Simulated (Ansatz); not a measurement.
```yaml
crystal:
  periodic: [false, false, false]
  atoms:
    - {symbol: C, position_ang: [-0.279487, -2.534811, 0.771922]}
    - {symbol: C, position_ang: [-0.950418, -1.379072, 0.048710]}
    - {symbol: N, position_ang: [-0.431978, -0.070482, 0.430120]}
    - {symbol: Si, position_ang: [-1.175473, 0.729094, 1.762006]}
    - {symbol: C, position_ang: [0.439216, 0.620488, -0.531978]}
    - {symbol: C, position_ang: [1.593346, -0.281728, -0.967234]}
    - {symbol: C, position_ang: [1.035474, 1.854069, 0.136743]}
    - {symbol: C, position_ang: [-0.361238, 1.066271, -1.758756]}
    - {symbol: H, position_ang: [-0.707126, -3.491355, 0.457354]}
    - {symbol: H, position_ang: [0.793715, -2.555645, 0.574471]}
    - {symbol: H, position_ang: [-0.418907, -2.441614, 1.851827]}
    - {symbol: H, position_ang: [-0.843669, -1.508980, -1.031921]}
    - {symbol: H, position_ang: [-2.029266, -1.424327, 0.236164]}
    - {symbol: H, position_ang: [-0.210958, 1.213184, 2.786535]}
    - {symbol: H, position_ang: [-2.064889, -0.280583, 2.393680]}
    - {symbol: H, position_ang: [-2.012581, 1.908438, 1.379991]}
    - {symbol: H, position_ang: [2.187640, -0.586122, -0.103094]}
    - {symbol: H, position_ang: [2.244794, 0.253871, -1.661982]}
    - {symbol: H, position_ang: [1.241878, -1.180933, -1.476792]}
    - {symbol: H, position_ang: [0.259806, 2.557128, 0.456713]}
    - {symbol: H, position_ang: [1.635512, 1.578756, 1.006350]}
    - {symbol: H, position_ang: [1.677383, 2.385305, -0.568735]}
    - {symbol: H, position_ang: [-0.814255, 0.215125, -2.271929]}
    - {symbol: H, position_ang: [-1.162144, 1.747534, -1.461599]}
    - {symbol: H, position_ang: [0.280224, 1.582290, -2.477963]}
basis:
  gaussian: {orbitals: def2-SVP}
hamiltonian: {xc: {name: HF}}
correlation: {method: ccsd_t, diis_vectors: 4}
```

```sh
$ ansatz run in.yaml --threads 4 --pin off --events-out ev --progress --plain --max-ram 46080MiB --backend cuda --devices 0, --max-vram 37GiB
```

It prints (some lines left out):

```
Functional definition: HF
2057 factors; integrals over basis functions are off by at most 1.5e-3 eV
mean field evaluation 1: about -15782.2936 eV, gradient 4.2e1 eV
mean field evaluation 2: about -15782.3018 eV, gradient 4.2e1 eV
mean field evaluation 4: about -15787.7026 eV, gradient 5.6e0 eV
mean field evaluation 8: about -15787.7922 eV, gradient 1.4e-4 eV
mean field -15787.79217481 eV, -580.1906610745 hartree, gradient 1.4e-6 eV, S^2 0.000000; 0 other end points of the search recorded, 0 dependent functions left out
12 core orbitals not correlated: weight in the atoms' cores, before any rotation towards them, 1.000 or more for the frozen orbitals, at most 0.000 for the correlated occupied ones
reference -15787.79217481 eV, -580.1906610745 hartree; 25, 25 occupied and 164, 164 virtual orbitals, 2057 factors
second order -31.32923031 eV of doubles, -0.00000000 eV of singles
cycle   1  -33.20150518 eV  change    -1.9e0 eV  update   1.2e-1
cycle   2  -34.11203013 eV  change   -9.1e-1 eV  update   3.4e-2
cycle   3  -34.25547442 eV  change   -1.4e-1 eV  update   1.4e-2
cycle   4  -34.25489661 eV  change    5.8e-4 eV  update   3.4e-3
cycle   5  -34.25615244 eV  change   -1.3e-3 eV  update   1.4e-3
cycle   6  -34.25574189 eV  change    4.1e-4 eV  update   4.3e-4
cycle   7  -34.25566464 eV  change    7.7e-5 eV  update   1.9e-4
cycle   8  -34.25582213 eV  change   -1.6e-4 eV  update   7.3e-5
cycle   9  -34.25590271 eV  change   -8.1e-5 eV  update   2.5e-5
cycle  10  -34.25594460 eV  change   -4.2e-5 eV  update   1.0e-5
cycle  11  -34.25595650 eV  change   -1.2e-5 eV  update   3.3e-6
perturbative correction -1.05060551 eV, -0.0386090403 hartree
Total energy: -15823.09873682 eV, -581.4881532965 hartree
```

It took 2.9 s on 4 threads of an AMD EPYC 7R13 on a shared host and a share of an NVIDIA H100 80 GB, with 0.85 GiB of host memory at the peak.
